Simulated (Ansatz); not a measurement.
Reaction (ligand exchange at the Si–C bond): `F[SiH2]C#[C][GeH3]` + `O[SiH2][SiH3]` → `F[SiH2]O[SiH2][SiH3]` + `C#[C][GeH3]`

Isolated molecules relaxed with PBE0-D4/def2-TZVP in Ansatz; ΔE leaves out vibrations. CCSD(T)/CBS is the MP2 limit (def2-TZVPP, def2-QZVPP) plus CCSD(T) − MP2 in def2-TZVPP, frozen cores. DFT in def2-TZVPP. B3LYP here is the variant with VWN-RPA as its local correlation; programs differ in this. For Ge outer-core shells are correlated without core-valence functions, which leaves a few kJ/mol of doubt a bond. Scalar relativity is left out up to krypton. Each species was taken in one conformer, which may not be the lowest.

(1) Is it downhill or uphill in electronic energy at CCSD(T)/CBS, and by how much? (An estimate is asked.)

(2) What do these levels give: r2SCAN-D4, r2SCAN, B3LYP, MP2/def2-QZVPP, MP2/CBS(def2), CCSD/CBS(def2)? (An estimate is asked.)

Largest T1 diagnostic among the species: 0.012.

## Answers

(1) Computed: Downhill: ΔE = -0.94 eV.

(2) Computed: r2SCAN-D4 -0.89, r2SCAN -0.88, B3LYP -0.89, MP2/def2-QZVPP -0.93, MP2/CBS(def2) -0.93, CCSD/CBS(def2) -0.97 eV.

The D4 term adds −0.05 eV with B3LYP and −0.03 eV with PBE0; it sums over pairs of atoms, weighted by their polarisabilities, and B3LYP, whose exchange is more repulsive, gets the larger term. From PBE to PBE0 (25 % exact exchange), in def2-TZVPP and without D4, ΔE moves by −0.07 eV.
